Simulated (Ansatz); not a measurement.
Consider the isomerisation: `C[C@H](F)[Si@H](F)Cl` → `C[Si@H](F)[C@@H](F)Cl`.

Computed with Ansatz on PBE0-D4/def2-TZVP structures; ΔE is electronic, products minus reactants. CBS: MP2 limit from def2 TZ/QZ plus the TZ coupled-cluster correction, frozen cores. Functionals use def2-TZVPP. B3LYP here is the variant with VWN-RPA as its local correlation; programs differ in this. Each species was taken in one conformer, which may not be the lowest.

```json
{"level": "B3LYP-D4", "ΔE (kcal/mol)": "28.3", "difference from CCSD(T)/CBS": "-0.8"}
{"level": "ωB97X-V", "ΔE (kcal/mol)": "28.7", "difference from CCSD(T)/CBS": "-0.4"}
{"level": "B2PLYP", "ΔE (kcal/mol)": "29.0", "difference from CCSD(T)/CBS": "-0.1"}
{"level": "r2SCAN", "ΔE (kcal/mol)": "28.4", "difference from CCSD(T)/CBS": "-0.7"}
{"level": "B3LYP", "ΔE (kcal/mol)": "28.5", "difference from CCSD(T)/CBS": "-0.6"}
{"level": "CCSD(T)/def2-TZVPP", "ΔE (kcal/mol)": "28.9", "difference from CCSD(T)/CBS": "-0.2"}
{"level": "HF/def2-QZVPP", "ΔE (kcal/mol)": "31.9", "difference from CCSD(T)/CBS": "2.8"}
{"level": "MP2/def2-QZVPP", "ΔE (kcal/mol)": "29.8", "difference from CCSD(T)/CBS": "0.7"}
{"level": "SCS-MP2/def2-QZVPP", "ΔE (kcal/mol)": "29.7", "difference from CCSD(T)/CBS": "0.6"}
{"level": "HF/CBS(def2)", "ΔE (kcal/mol)": "31.9", "difference from CCSD(T)/CBS": "2.8"}
{"level": "CCSD(T)/CBS", "ΔE (kcal/mol)": "29.1", "difference from CCSD(T)/CBS": "0"}
```

Largest T1 diagnostic among the species: 0.011.

From PBE to PBE0 (25 % exact exchange), in def2-TZVPP and without D4, ΔE moves by +1.5 kcal/mol. In def2-TZVPP, CCSD(T) changes the Hartree–Fock value by −2.9 kcal/mol (the triples alone add −0.6 kcal/mol) and MP2 by −2.2 kcal/mol.
